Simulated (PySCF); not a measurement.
Delta-SCF ions had no search for a lower state. Excitations are Tamm–Dancoff values on a coarser integration grid. The basis has no diffuse functions, so Rydberg states are missing or too high.

# H4BNS2, SMILES `B(S)(S)N` (S–B–S–H torsion -180°, S–B–S–H torsion 0°) (charge 0, multiplicity 1)

Level of theory: PBE0-D4/def2-TZVP (PySCF).

```
Quantity                                                              Result
-------------------------------------------  -------------------------------
HOMO                                                                -7.17 eV
dipole moment                                                         2.35 D
HOMO–LUMO gap                                                        7.22 eV
LUMO                                                                 0.05 eV
S1 excitation (TDA)                                                  5.79 eV
S1 oscillator strength                                                 0.000
brightest of the four lowest singlets (TDA)                          6.83 eV
T1 excitation (TDA)                                                  5.36 eV
S1–T1 gap (TDA)                                                      0.43 eV
vertical ionisation energy (Delta-SCF)                               9.26 eV
total energy                                                    -878.1835 Ha
cost                                         around 110 core-seconds (rough)
```

```xyz
8

N     -1.0462    -0.6692     0.0599
B      0.2117    -0.0640     0.0021
S      0.4557     1.7350    -0.1328
S      1.6923    -1.1279     0.0645
H     -1.9082    -0.1557     0.0313
H     -1.1676    -1.6642     0.1346
H     -0.8394     2.0917    -0.1436
H      2.6016    -0.1459    -0.0161
```
